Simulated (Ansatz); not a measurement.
Computed with Ansatz on PBE0-D4/def2-TZVP structures; ΔE is electronic, products minus reactants. CBS: MP2 limit from def2 TZ/QZ plus the TZ coupled-cluster correction, frozen cores. This one scheme is used for every species. Functionals use def2-TZVPP. Elements past krypton have def2 core potentials. For Te outer-core shells are correlated without core-valence functions, which leaves a few kJ/mol of doubt a bond. One conformer a species, not always the lowest.

`[OH][AlH][NH][SiH3]` + H₂Te → `[SiH3][NH][AlH][TeH]` + H₂O  (ligand exchange at the Al–O bond)

`[OH][AlH][NH][SiH3]`:

Z-matrix (Å, degrees):
```
Si
N 1 1.727
H 1 1.491 2 111.8
H 1 1.483 2 108.0 3 -120.1
H 1 1.491 2 111.8 3 119.7
Al 2 1.775 1 130.8 3 120.0
H 2 1.012 1 114.2 3 -59.9
O 6 1.693 2 117.1 1 0.1
H 6 1.579 2 120.3 1 -180.0
H 8 0.955 6 123.7 2 -179.9
```

H₂Te:

Cartesian coordinates in Å:
```
Te -0.370 -0.447 0.518
H 0.419 -0.725 -0.912
H -0.049 1.172 0.395
```

`[SiH3][NH][AlH][TeH]`:

Cartesian coordinates in Å:
```
Si -0.339 -0.308 1.468
N -0.941 0.083 -0.102
Al -0.170 0.387 -1.678
Te 2.332 0.307 -2.024
H -0.879 -1.606 1.961
H 1.140 -0.407 1.383
H -0.692 0.731 2.475
H -1.951 0.158 -0.137
H -1.094 0.721 -2.914
H 2.593 -0.064 -0.431
```

H₂O:

```xyz
3

O     0.049    0.226   -0.313
H     0.721   -0.269    0.160
H    -0.770    0.043    0.153
```

CCSD(T)/CBS gives +2.8 kcal/mol.

Q: Another level gave +5.0 kcal/mol. Which?
A. HF/def2-TZVPP
B. PBE0-D4/def2-TZVPP
C. r2SCAN-D4/def2-TZVPP
D. PBE0/def2-TZVPP

A: C. r2SCAN-D4 5.0, PBE0 3.0, HF/def2-TZVPP 7.3, PBE0-D4 1.9 kcal/mol.

Largest T1 diagnostic among the species: 0.012.

In def2-TZVPP, CCSD(T) changes the Hartree–Fock value by −2.6 kcal/mol (the triples alone add −0.7 kcal/mol) and MP2 by −3.9 kcal/mol. The D4 term adds −1.9 kcal/mol with B3LYP and −1.1 kcal/mol with PBE0; it sums over pairs of atoms, weighted by their polarisabilities, and B3LYP, whose exchange is more repulsive, gets the larger term.

B3LYP here is the variant with VWN-RPA as its local correlation; programs differ in this.
